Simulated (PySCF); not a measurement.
C6H8FNO (charge -1 and doublet state).
Cartesian coordinates in Å at the GFN2-xTB level; atoms count from 1:
```xyz
17
C6H8FNO angstrom
C      2.1007   -0.7405    0.4151
C      1.0693   -0.7912   -0.7152
C      0.1653    0.4018   -0.6854
N      0.4986    1.4987   -1.3712
O     -0.5300    2.4531   -1.1220
C     -1.4473    1.8909   -0.1958
C     -1.0242    0.5456    0.0226
C     -1.6636   -0.4297    0.9120
F     -2.6658   -1.2302    0.2673
H      1.6029   -0.7225    1.3838
H      2.7661   -1.6059    0.3817
H      2.6961    0.1649    0.3230
H      0.4766   -1.7076   -0.6298
H      1.5927   -0.8083   -1.6749
H     -2.4699    2.2144   -0.3617
H     -2.2107    0.0528    1.7310
H     -0.9638   -1.1741    1.3094
```

The hyperfine couplings belong to this conformer and change with its torsions.

The species is `C1=C([C-](CC)[N]O1)CF` [radical] (charge -1).

Computed, not measured: UKS B3LYP, pcH-1 on C F H N O, non-relativistic, mean-field spin-orbit, GIAO (PySCF). Whether the extra electron is bound in the gas phase wasn't checked; a finite basis holds it in any case. Couplings are sensitive to structure, and on GFN2-xTB geometries they can be far from those on DFT ones, by a factor of two or more for some ions and for spin on atoms past the first row. Stability of the SCF solution: not tested.

Question: Predict the first-order ENDOR lines of C6, C3, C7, C2, N4, H15, H13/H14 and H16/H17 under fast tumbling at B = 339.1 mT (X band).

Answer: ν± = |νn ± a/2|, one line for each electron-spin manifold; νn = |g_N| × 7.62259 MHz/T × B.

| nuclei | isotope | g_N | νn (MHz) | a_iso (MHz) | lower line (MHz) | upper line (MHz) |
| --- | --- | --- | --- | --- | --- | --- |
| C6 | 13C | 1.4048 | 3.63 | 141.46 | 67.10 | 74.36 |
| C3 | 13C | 1.4048 | 3.63 | -12.07 | 2.40 | 9.66 |
| C7 | 13C | 1.4048 | 3.63 | -0.90 | 3.18 | 4.08 |
| C2 | 13C | 1.4048 | 3.63 | 0.63 | 3.31 | 3.95 |
| N4 | 14N | 0.4038 | 1.04 | 10.26 | 4.09 | 6.17 |
| H15 | 1H | 5.5857 | 14.44 | 49.86 | 10.49 | 39.37 |
| H13/H14 | 1H | 5.5857 | 14.44 | -1.07 | 13.91 | 14.97 |
| H16/H17 | 1H | 5.5857 | 14.44 | 0.60 | 14.14 | 14.74 |

The rows for 13C, of low natural abundance, apply to labelled samples.

Question: Which pairs are centred on the nuclear Larmor frequency, and which on half the coupling?

Answer: Centred on νn, since |a| < 2νn: C7, C2, H13/H14 and H16/H17. Centred on |a|/2 and split by 2νn: C6, C3, N4 and H15.

Question: At what field would the lower line of H15 fall to zero frequency?

Answer: Where νn = |a|/2, that is B = 24.93 MHz/(5.5857 × 7.62259 MHz/T) = 586 mT, as far as first order holds there.

Couplings of abundant isotopes left out: F9 (238.1 MHz).

Class means assume fast exchange of nuclei equivalent by connectivity; if that motion is slow, each nucleus keeps its own coupling.

The SMILES draws the unpaired electron on N4; the largest computed Mulliken spin population is on C6 (0.56 against 0.20).
